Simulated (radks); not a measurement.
The numbers below are computed, except where a source is named.
Numerical settings for the tungsten ion W23+, [Kr] 4d10 4f5. Level of theory: scalar-relativistic Kohn-Sham, PBE, spin-polarised, spherical densities, point nucleus; open shells are filled with parallel spins first (spin-orbit coupling, left out, can overturn this in heavy ions) (a radial shooting solver on a logarithmic mesh with Libxc functionals). The defaults (mesh step 0.008 in ln r, mesh end at 40 bohr or more with all orbitals vanishing there, Anderson mixing 0.5 over 9 steps, residual threshold near 1e-9 with the energy settled to 1e-9 hartree or 1e-11 of itself, here a cap of 52 iterations) give E = -15920.6245 hartree and 4f at -663.61 eV in 14 iterations. Run on one thread of a shared host, so times are rough (Arm Neoverse V2): 0.21 s of CPU time, 0.21 s wall, 14 iterations on 2476 mesh points. Changes against that run (0 stands for a change within the tolerance of the run):

[
 {"setting": "mesh step in ln r 0.003", "iterations": "14", "converged": "yes", "E (mhartree)": "0", "e(4f) (meV)": "0", "CPU (s)": "0.53"},
 {"setting": "mesh step in ln r 0.12", "iterations": "4", "converged": "no", "E (mhartree)": "diverged", "e(4f) (meV)": "-", "CPU (s)": "0.01"},
 {"setting": "mesh step in ln r 0.03", "iterations": "14", "converged": "yes", "E (mhartree)": "-0.000772", "e(4f) (meV)": "-0.00486", "CPU (s)": "0.06"},
 {"setting": "mesh end (bohr) 5", "iterations": "14", "converged": "yes", "E (mhartree)": "0", "e(4f) (meV)": "0", "CPU (s)": "0.2"},
 {"setting": "mesh end (bohr) 1", "iterations": "14", "converged": "yes", "E (mhartree)": "+5.73e+03", "e(4f) (meV)": "+2.66e+04", "CPU (s)": "0.18"},
 {"setting": "residual threshold 0.1", "iterations": "10", "converged": "yes", "E (mhartree)": "0", "e(4f) (meV)": "+0.17", "CPU (s)": "0.17"},
 {"setting": "residual threshold 1e-16", "iterations": "52", "converged": "no", "E (mhartree)": "0", "e(4f) (meV)": "0", "CPU (s)": "0.36"},
 {"setting": "mixing 0.01", "iterations": "20", "converged": "yes", "E (mhartree)": "0", "e(4f) (meV)": "0", "CPU (s)": "0.27"},
 {"setting": "linear mixing, mixing 1", "iterations": "34", "converged": "yes", "E (mhartree)": "0", "e(4f) (meV)": "0", "CPU (s)": "0.45"},
 {"setting": "linear mixing, mixing 0.2", "iterations": "52", "converged": "no", "E (mhartree)": "-0.00915", "e(4f) (meV)": "-1.85", "CPU (s)": "0.71"},
 {"setting": "mixing history 2", "iterations": "18", "converged": "yes", "E (mhartree)": "0", "e(4f) (meV)": "0", "CPU (s)": "0.24"},
 {"setting": "iteration cap 3", "iterations": "3", "converged": "no", "E (mhartree)": "+332", "e(4f) (meV)": "-1.74e+03", "CPU (s)": "0.06"}
]

Settings that end as converged yet miss the energy by more than 1 mhartree: mesh end (bohr) 1 (+5.73 hartree). A mesh that ends early acts as a hard wall.
